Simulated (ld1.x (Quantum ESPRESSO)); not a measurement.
The numbers below are computed, except where a source is named.
## Pseudopotentials across the periodic table

Generated with ld1.x 7.5 (TM, RRKJ, ultrasoft, PAW), atompaw 4.2 or ONCVPSP 4.0.1. The cutoff is in Ry: for ld1.x and atompaw files where the sum of valence levels is converged to 10 mRy in a Bessel basis, for ONCV files where the hardest occupied wave has 1 mHa per electron of residual kinetic energy. The error is the largest all-electron minus pseudo excitation energy over each file’s own four to seven test configurations (ionisations up to +4, promotions, holes and added fractions of an electron), all of which were solved. The labels leave out finer settings (local radius, basis sizes, second energies), which also bear on the numbers. Spin-polarised tests are not counted. The rows are a selection from randomly drawn settings: files with unsolved tests, undetermined cutoffs or missed reference levels are left out.

| element | potential | cutoff (Ry) | largest error (meV) | bound ghosts |
| --- | --- | --- | --- | --- |
| C | TM, PBE, scalar-relativistic, rc 1.15/2.55/2.30 (spd), local smoothed, core correction yes, reference 2s2 2p0 | 40 | +1193 | none |
| Cl | TM, PBE, scalar-relativistic, rc 1.30/1.00/1.25 (spd), local smoothed, core correction yes, reference 3s2 3p5 | 120 | +104 | none |
| Zr | TM, PBE, scalar-relativistic, rc 3.15/3.75/2.08 (spd), local s, core correction yes, reference 4d2 5s1.5 5p0.5 | 30 | -157 | none |
| Ag | TM, Wu–Cohen, non-relativistic, rc 1.96/2.95/1.95 (spd), local s, core correction yes, reference 4d10 5s1 5p0 | 55 | -2079 | none |

Problem. Fill in the row for N: ultrasoft, LDA (PZ), scalar-relativistic, rc 0.98/1.50/1.45 (spd), local smoothed, core correction yes, reference 2s2 2p2.

Solution. cutoff 30 Ry, largest error -249 meV, bound ghosts: none.

Problem. Fill in the row for P: ultrasoft, PBEsol, scalar-relativistic, rc 1.75/1.50 (sp), local smoothed, core correction no, reference 3s2 3p2.5.

Solution. cutoff 10 Ry, largest error +36 meV, bound ghosts: none.
